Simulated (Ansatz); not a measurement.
`NCCO[SiH3]` and `BCO[SiH3]` differ in one atom or group.

Ansatz, PBE0-D4/def2-TZVP geometries, multiplicity 1. Each molecule was computed in one conformer, which needn't be the lowest.

```json
{"property": "LUMO energy (PBE0/def2-TZVPP) / eV", "`NCCO[SiH3]`": "0.30"}
{"property": "ideal-gas entropy at 298 K and 1 bar (rigid rotor, harmonic PBE0-D4/def2-TZVP) / J/(mol·K)", "`NCCO[SiH3]`": "357"}
{"property": "HOMO energy (B3LYP/def2-TZVPP) / eV", "`NCCO[SiH3]`": "-6.68"}
{"property": "HOMO–LUMO gap (B3LYP/def2-TZVPP) / eV", "`NCCO[SiH3]`": "6.75"}
{"property": "HOMO–LUMO gap (ωB97M-V/def2-TZVPP) / eV", "`NCCO[SiH3]`": "11.27"}
{"property": "HOMO energy (PBE0/def2-TZVPP) / eV", "`NCCO[SiH3]`": "-6.91"}
```

What does the change do to each property? (Best estimate.)

Computed: 
| property | `BCO[SiH3]` | shift |
| --- | --- | --- |
| LUMO energy (PBE0/def2-TZVPP) / eV | -1.50 | -1.80 |
| ideal-gas entropy at 298 K and 1 bar (rigid rotor, harmonic PBE0-D4/def2-TZVP) / J/(mol·K) | 331 | -26 |
| HOMO energy (B3LYP/def2-TZVPP) / eV | -8.05 | -1.37 |
| HOMO–LUMO gap (B3LYP/def2-TZVPP) / eV | 6.30 | -0.45 |
| HOMO–LUMO gap (ωB97M-V/def2-TZVPP) / eV | 11.06 | -0.21 |
| HOMO energy (PBE0/def2-TZVPP) / eV | -8.28 | -1.37 |

With PBE0 the HOMO falls by 1.37 eV and the LUMO falls by 1.80 eV, so the gap narrows by about 0.43 eV. PBE moves the HOMO by -1.38 eV and ωB97M-V by -1.30 eV. The zero-point energy changes by -97.6 kJ/mol with -9 modes. Modes under 60 cm⁻¹, often nearly free rotors, make the harmonic entropy too high.

Positive LUMOs are unbound, so they and the gaps depend on the basis.

B3LYP here is the variant with VWN-RPA as its local correlation; programs differ in this.
